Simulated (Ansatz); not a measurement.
H$_{4}$NO$_{3}$V, SMILES `[NH2][V](=[O])([OH])[OH]`. Charge 0, multiplicity 1.

```xyz
9

N    -1.1185   -0.8623   -0.0344
V     0.4060    0.0548   -0.4250
O     0.8054   -0.3487   -1.8717
O     1.7155   -0.3889    0.6936
O     0.1034    1.8061   -0.3461
H    -1.4893   -0.9824    0.8975
H    -1.5893   -1.4574   -0.6993
H     1.7493    0.0043    1.5701
H    -0.5826    2.1746    0.2155
```

Problem. List the harmonic frequencies (cm⁻¹, unscaled) at PBE0-D4/def2-TZVP in Ansatz. (An estimate is asked.)

Solution. Ansatz gave: 169, 196, 220, 243, 258, 293, 315, 413, 470, 592, 604, 625, 730, 773, 779, 1150, 1530, 3572, 3682, 3881, 3898.

Problem. Is this a minimum?

Solution. Yes, all 21 modes are real.

Problem. Give the ideal-gas thermochemistry at 298.15 K and 1 bar (rigid rotor, harmonic oscillator; point group C1, symmetry number 1).

Solution. Zero-point energy 145.9 kJ/mol; H(298) − E = 168.5 kJ/mol; entropy 347.8 J/(mol·K), of which translation 168.2, rotation 110.2, vibration 69.4; G(298) − E = 64.8 kJ/mol.

Problem. Rotational constants (cm⁻¹)?

Solution. 0.1265, 0.1232, 0.1114.
